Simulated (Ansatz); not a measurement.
```xyz
5

C     0.0054   -0.0592   -0.5924
C    -0.0044   -0.0484    0.7314
H    -0.0079    0.6822    1.5338
H    -0.0056   -0.9811   -1.1587
H    -0.0055    0.8851   -1.1662
```

Basis set: STO-3G (spherical functions). Left uncorrelated: 2 orbitals. Charge 0, multiplicity 2.

Computed with Ansatz (development build ahead of 0.2.0); each method stands on the lowest determinant of its kind that the runs found.

The atomization energy at this shape (free ground-state atoms in the same class of orbitals less the molecule, no zero-point energy) of doublet C₂H₃:

| method | atomization energy |
| --- | --- |
| UHF-MP2 | 1823.4 kJ/mol |

(1) What does UHF give?

Results:

(1) 1672.1 kJ/mol. Caution: the unrestricted determinant is spin contaminated.

This basis has no polarisation functions and is too small for such energies, which can lie far from measured ones in either direction.
